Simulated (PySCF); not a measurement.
Molfile (atoms numbered from 1):
```
C5H11O2PSi2
     RDKit          3D

 21 20  0  0  0  0  0  0  0  0999 V2000
   -2.7938    0.6368   -1.6485 C   0  0  0  0  0  0  0  0  0  0  0  0
   -2.1883    0.5264   -0.4645 C   0  0  0  0  0  0  0  0  0  0  0  0
   -2.9183    0.4294    0.8375 C   0  0  0  0  0  0  0  0  0  0  0  0
   -0.7160    0.5726   -0.4214 C   0  0  0  0  0  0  0  0  0  0  0  0
   -0.0096    0.4520   -1.4249 O   0  0  0  0  0  0  0  0  0  0  0  0
   -0.0604    0.5557    0.9032 C   0  0  0  0  0  0  0  0  0  0  0  0
   -0.1285    1.3596    1.8008 O   0  0  0  0  0  0  0  0  0  0  0  0
    1.1524   -0.9480    0.8732 Si  0  0  0  0  0  4  0  0  0  0  0  0
    2.3505   -0.3489   -1.0493 Si  0  0  0  0  0  4  0  0  0  0  0  0
    4.3172   -1.4472   -0.7314 P   0  0  0  0  0  0  0  0  0  0  0  0
   -2.2138    0.7141   -2.5527 H   0  0  0  0  0  0  0  0  0  0  0  0
   -3.8659    0.6605   -1.7413 H   0  0  0  0  0  0  0  0  0  0  0  0
   -3.9922    0.4216    0.6713 H   0  0  0  0  0  0  0  0  0  0  0  0
   -2.6648    1.2751    1.4751 H   0  0  0  0  0  0  0  0  0  0  0  0
   -2.6349   -0.4795    1.3678 H   0  0  0  0  0  0  0  0  0  0  0  0
    1.7248   -1.0277    2.2181 H   0  0  0  0  0  0  0  0  0  0  0  0
    0.3002   -2.1292    0.6796 H   0  0  0  0  0  0  0  0  0  0  0  0
    1.9250   -0.9292   -2.3239 H   0  0  0  0  0  0  0  0  0  0  0  0
    2.6225    1.0893   -1.1725 H   0  0  0  0  0  0  0  0  0  0  0  0
    4.9883   -0.7650   -1.7227 H   0  0  0  0  0  0  0  0  0  0  0  0
    4.7964   -0.6015    0.2491 H   0  0  0  0  0  0  0  0  0  0  0  0
  1  2  2  0
  2  3  1  0
  2  4  1  0
  4  5  2  0
  4  6  1  0
  6  7  2  0
  6  8  1  0
  8  9  1  0
  9 10  1  0
  1 11  1  0
  1 12  1  0
  3 13  1  0
  3 14  1  0
  3 15  1  0
  8 16  1  0
  8 17  1  0
  9 18  1  0
  9 19  1  0
 10 20  1  0
 10 21  1  0
M  END
```

- GFN2-xTB structure
- σ from GIAO-PBE0/pcSseg-1
- code: PySCF 2.14.0 with density-fitted response routines
- rapidly exchanging positions averaged, one conformer, non-relativistic Hamiltonian, in vacuum

Predict the 2D correlation tables (HSQC, COSY, HMBC).

## Answers



HSQC (one-bond C–H):
| δH | δC |
| --- | --- |
| 7.12 (H11) | 142.1 (C1) |
| 6.20 (H12) | 142.1 (C1) |
| 2.12 (H13/H14/H15) | 23.2 (C3) |

COSY cross peaks (H two or three bonds apart, from the bond graph; peaks can be absent where the dihedral angle is near 90°):
| δH | δH |
| --- | --- |
| 7.12 (H11) | 6.20 (H12) |
| 5.04 (H18/H19) | 4.12 (H16/H17) |
| 5.04 (H18/H19) | 1.06 (H20/H21) |

HMBC (two and three bonds, from the bond graph):
| δH | δC |
| --- | --- |
| 7.12 (H11) | 199.9 (C4), 144.5 (C2), 23.2 (C3) |
| 6.20 (H12) | 199.9 (C4), 144.5 (C2), 23.2 (C3) |
| 5.04 (H18/H19) | 259.5 (C6) |
| 4.12 (H16/H17) | 259.5 (C6), 199.9 (C4) |
| 2.12 (H13/H14/H15) | 199.9 (C4), 144.5 (C2), 142.1 (C1) |

Chemical shifts δ = σref − σ; TMS for ¹H (31.72 ppm), ¹³C (186.93 ppm), all at this level.

Short H···H contacts in this conformer between protons four or more bonds apart (candidates for NOE cross peaks, intensity ∝ r⁻⁶): H12···H13 2.43 Å.

Shifts are as computed. Against solution values, carbons near 30 ppm lie about +3 ppm off and those near 130 ppm about +5 ppm. Of 1211 compounds with measured shifts, 218 miss one by over three times the rms of a fit or turn the order of signals round; such compounds aren't used in these exercises.
